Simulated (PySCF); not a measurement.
Simulated outer-valence photoelectron spectrum of `N[SiH2]O[SiH3]`. Method: EOM-IP-CCSD/aug-cc-pVDZ in PySCF, restricted Hartree–Fock reference, 12 core orbitals frozen, non-relativistic, gas phase, PBE0-D3(BJ)/def2-SVP geometry.

Each root has a Gaussian of 0.3 eV full width with its one-hole share as area; cross sections and vibrations are left out, and the highest printed point is 100.

ionisation energy (eV), intensity and a bar:
```
      9.7          1 
      9.8          7 ##
      9.9         28 ########
     10.0         60 ##################
     10.1         68 ####################
     10.2         42 #############
     10.3         14 ####
     10.4          3 #
     10.5          1 
     10.6          5 #
     10.7         21 ######
     10.8         52 ################
     10.9         70 #####################
     11.0         51 ###############
     11.1         21 ######
     11.2         12 ####
     11.3         30 #########
     11.4         61 ##################
     11.5         68 ####################
     11.6         41 ############
     11.7         13 ####
     11.8          2 #
     11.9          0 
     12.0          1 
     12.1          7 ##
     12.2         28 ########
     12.3         59 ##################
     12.4         69 #####################
     12.5         43 #############
     12.6         15 #####
     12.7          8 ##
     12.8         23 #######
     12.9         54 ################
     13.0         70 #####################
     13.1         48 ##############
     13.2         18 #####
     13.3          4 #
     13.4          0 
     13.5          0 
     13.6          2 #
     13.7         14 ####
     13.8         43 #############
     13.9         80 ########################
     14.0        100 ##############################
     14.1         96 #############################
     14.2         68 ####################
     14.3         31 #########
     14.4          8 ##
     14.5          1 
     14.6          2 
     14.7         10 ###
     14.8         34 ##########
     14.9         64 ###################
     15.0         65 ###################
     15.1         36 ###########
     15.2         11 ###
     15.3          2 
     15.4          0
```

Question: Where are the maxima, and how many lines lie under the curve?

Answer: 7 maxima, at 10.1, 10.9, 11.5, 12.4, 13.0, 14.0 and 15.0 eV, from 8 lines. At this width some lines have no maximum of their own.

Question: List the lines with their holes.

Answer: 
```json
{"E (eV)": "10.07", "leading hole (HF orbital)": "HOMO", "area": "0.94", "Koopmans (eV)": "11.35"}
{"E (eV)": "10.90", "leading hole (HF orbital)": "HOMO-1", "area": "0.95", "Koopmans (eV)": "12.02"}
{"E (eV)": "11.47", "leading hole (HF orbital)": "HOMO-2", "area": "0.95", "Koopmans (eV)": "12.49"}
{"E (eV)": "12.37", "leading hole (HF orbital)": "HOMO-3", "area": "0.95", "Koopmans (eV)": "12.98"}
{"E (eV)": "12.99", "leading hole (HF orbital)": "HOMO-4", "area": "0.94", "Koopmans (eV)": "14.03"}
{"E (eV)": "13.93", "leading hole (HF orbital)": "HOMO-5", "area": "0.94", "Koopmans (eV)": "15.51"}
{"E (eV)": "14.13", "leading hole (HF orbital)": "HOMO-6", "area": "0.94", "Koopmans (eV)": "15.66"}
{"E (eV)": "14.95", "leading hole (HF orbital)": "HOMO-7", "area": "0.94", "Koopmans (eV)": "16.41"}
```

The widest gap, 0.94 eV, lies between 12.99 and 13.93 eV. Only orbitals with −ε under 21 eV, eight at most, were ionised, so the high end of the curve may lack lines.

Conformer computed: `[NH2:1][SiH2:2][O:3][SiH3:4]`: N1–Si2–O3–Si4 -45°, H–N1–Si2–O3 -71°, H–N1–Si2–O3 83°.

One conformer stands for the species.
